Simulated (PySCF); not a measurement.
C4H4, SMILES C1=CC=C1.

Geometry: PBE0-D3(BJ)/def2-SVP.

Two levels are set side by side: PBE/def2-TZVPD (PySCF) and PBE0/def2-TZVPD (PySCF). Same geometry, gas phase. Differences are taken from unrounded values.

| quantity | PBE0 |
|---|---|
| orbital gap (eV) | 3.87 |
| highest occupied level (eV) | -5.57 |
| lowest empty level (eV) | -1.70 |
| mean polarisability (bohr³) | 44.6 |

**Question.** What does PBE give, and how far is it from PBE0? (Estimate from the structure and the level; the computed values follow.)

**Answer.** 
```csv
quantity,PBE,PBE minus PBE0
orbital gap (eV),1.85,-2.02
highest occupied level (eV),-4.58,0.99
lowest empty level (eV),-2.73,-1.03
mean polarisability (bohr³),45.6,1.0
```

Without exact exchange PBE keeps part of each electron's self-repulsion, which lifts occupied levels and narrows the gap. Differences between two approximate levels are no errors against the true value.

Rough cost on one machine, each run with all the roots and properties that it gave: PBE0 against PBE within a factor of 2.
